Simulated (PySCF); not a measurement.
# Hf⁶⁵⁺: ionisation energy

Hf⁶⁵⁺ [He] 2s2 2p3 (4S) → Hf⁶⁶⁺ [He] 2s2 2p2 (3P), as a difference of total energies. All numbers are calculated (PySCF 2.14, the spin-free X2C one-electron Hamiltonian (Gaussian nucleus), in an uncontracted even-tempered set (18 s from 44 bohr⁻², ratio 2.2; 13 p from 57 bohr⁻², ratio 2.2; 5 d from 210 bohr⁻², ratio 2.4; 5 f from 320 bohr⁻², ratio 2.4; 4 g from 480 bohr⁻², ratio 2.4)). Correlated levels: nothing frozen; virtual orbitals above 40 to 60 times the deepest correlated orbital energy dropped. The calculations carry no spin-orbit coupling.

```tsv
method	ionisation energy (eV)
UHF	16136.8
LDA	16128.2
PBE	16130.6
PBE0	16132.5
r2SCAN	16137.3
BP86	16132.3
BLYP	16132.1
MP2 (all electrons)	16136.9
SCS-MP2 (all electrons)	16136.4
```

Spin-orbit coupling is strong in these open shells (close to jj coupling). The scalar numbers leave it out and a first-order estimate fails, so it can dominate the gap to the real levels.

For this ion Breit and QED terms and the two-electron picture change, all absent here, outweigh the differences among the correlated methods.

For comparison: 15680 ± 30 eV (theoretical estimate listed by NIST; NIST Atomic Spectra Database, ionization energies).
